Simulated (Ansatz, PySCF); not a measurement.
Potential energy surface of H2F (cation, charge +1), singlet: symmetric bend, bond length relaxed. Scanned: H-F-H angle. Other coordinates (F-H bond length) were minimised at PBE0/def2-TZVP.

Computed with: M06-2X/cc-pVTZ (PySCF); RHF/6-31G* = restricted Hartree-Fock/6-31G*, spherical d run with PySCF 2.14.0; RKS-PBE/cc-pVTZ = restricted PBE/cc-pVTZ in Ansatz (a program for electronic structure).

Energies in kcal/mol, each method relative to its own lowest point.

```csv
a / °,M06-2X,RHF/6-31G*,RKS-PBE/cc-pVTZ
180,14.9,18.6,17.0
172,14.4,18.0,16.4
164,13.0,16.2,14.9
156,10.8,13.4,12.5
148,8.1,10.1,9.5
140,5.3,6.7,6.4
132,___,3.5,3.5
124,0.9,1.2,1.3
116,0.0,0.0,0.0
108,0.4,0.4,0.0
100,___,2.7,___
92,6.3,7.1,5.1
84,___,14.0,10.7
76,20.6,23.6,18.5
68,31.5,___,28.9
60,45.5,51.4,42.3
```

What belongs in the gaps?


- 132, M06-2X: 2.8
- 100, M06-2X: 2.4
- 100, RKS-PBE/cc-pVTZ: 1.6
- 84, M06-2X: 12.3
- 68, RHF/6-31G*: 35.9
